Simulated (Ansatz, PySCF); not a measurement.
Torsion H3–P1–P2–H5 in H4P2 (SMILES PP); at each angle all else is relaxed with GFN2-xTB, and the levels are single points there.
Geometry at 20° (charge 0, multiplicity 1):
```xyz
6

P     -1.04919    -0.29491    -0.60294
P      1.09831    -0.19127    -0.35558
H     -1.35236     1.03671    -0.32444
H     -1.27405    -0.69062     0.71324
H      1.16108     0.97448     0.40574
H      1.29540     0.49892    -1.54893
```
Energies count from the point at 20°.

Correlated levels freeze the cores. CBS: X⁻³ extrapolation of the correlation energy, Hartree–Fock from the larger set. Rows in 6-311+G** carry no dispersion term and start afresh at each structure.

Programs: Ansatz (Gaussian basis) for Hartree–Fock, density functionals and correlated methods; PySCF for 6-311+G** rows. Values without a source in brackets are computed.

Energies in meV.

```tsv
dihedral (°)	B3LYP/6-311+G**	PBE0/def2-TZVPP	MP2/cc-pV(Q+d)Z	CCSD/cc-pV(D+d)Z	CCSD(T)/CBS(cc-pV(T+d)Z, cc-pV(Q+d)Z)
0	9.6	7.2	9.0	12.0	8.8
20	0.0	0.0	0.0	0.0	0.0
40	27.0	31.7	32.4	25.2	29.9
60	93.2	103.6	107.5	93.2	98.6
80	160.6	175.2	184.9	165.1	169.5
100	172.6	187.2	199.0	178.8	182.7
120	121.1	131.7	140.2	124.0	128.6
140	51.7	57.1	61.2	51.3	56.4
160	8.5	9.2	10.6	8.3	9.8
180	6.4	4.3	6.0	8.5	5.9
```

Ansatz is a first-principles code.
